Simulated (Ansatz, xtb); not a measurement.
**Relative energy of two structures of BrFGeHNO**

Structure I is a singlet given by its coordinates and structure II is a singlet given by its coordinates. Both are gas-phase species (loosely bound parts included), relaxed with B3LYP/6-31G*.

I (Å):

```xyz
6

Br    0.5573   -2.5556   -0.7020
F     1.4012   -0.8139    1.9632
Ge    0.2717   -2.1489    1.7393
N    -1.1039   -0.6782    0.7041
O    -1.0048    0.5177    0.7397
H    -1.7834   -1.0180   -0.0256
```

Close contacts (Å): Br1–Ge3 2.49, F2–Ge3 1.76, Ge3–N4 2.26, N4–O5 1.20, N4–H6 1.05.

II (Å):

```xyz
6

Br    0.1804    1.6122    2.0416
F    -1.9398   -0.7830    2.3568
Ge   -0.1425   -0.7285    2.5057
N    -1.5029   -1.2047   -0.2757
O    -0.3666   -1.1627    0.1523
H    -2.1481   -1.0220    0.5437
```

Close contacts (Å): Br1–Ge3 2.41, F2–Ge3 1.80, Ge3–O5 2.40, N4–O5 1.21, N4–H6 1.06.

Energies in hartree; the thermal terms are from B3LYP/6-31G* harmonic frequencies (ideal gas, rigid rotor, one conformer each, 298.15 K, 1 atm) and include the zero-point energy:

```
                               I            II
E, CCSD(T)/def2-SVP  −4877.345253  −4877.347946
    E, MP2/def2-SVP  −4877.309510  −4877.308993
  E, MP2/def2-TZVPP  −4878.397150  −4878.394200
  zero-point energy      0.020390      0.020457
       H(298 K) − E      0.028534      0.028511
       G(298 K) − E     −0.013511     −0.013353
```

Task: Correct the CCSD(T) difference for the basis set by the MP2 change, then work out ΔE, ΔE₀, ΔH and ΔG for I → II in kJ/mol (1 Eh = 2625.50 kJ/mol) and the equilibrium ratio [II]/[I].

Result: 1. Differences II − I: CCSD(T) −0.002693, MP2 in the small set +0.000517, MP2 in the large set +0.002950 Eh.
2. ΔE = −0.002693 + (+0.002950 − (+0.000517)) = −0.000260 Eh = −0.68 kJ/mol.
3. ΔE₀ = ΔE + ΔZPE = −0.000260 + (+0.000067) Eh = −0.51 kJ/mol.
4. ΔH = ΔE + (−0.000023) Eh = −0.74 kJ/mol.
5. ΔG = ΔE + (+0.000158) Eh = −0.27 kJ/mol, so ΔS = (ΔH − ΔG)/T = −1.6 J/(mol K).
6. kT = 0.9442 mEh, so K = [II]/[I] = exp(−ΔG/kT) = exp(+0.11) ≈ 1.1.

The two are too close for this level to say which is favoured. An error of 4 kJ/mol in ΔG would change K by a factor of 5. Mirror images and further conformers aren't counted.

Other levels gave ΔE = −2.0 (B3LYP/6-31G*); −15.7 (HF/def2-SVP); +1.4 (MP2/def2-SVP); −7.1 (CCSD(T)/def2-SVP) kJ/mol. The correlated steps freeze 21 core orbitals; the filled d shell of Br and Ge is correlated, in a basis made for valence electrons. Programs: Ansatz 0.2.0.
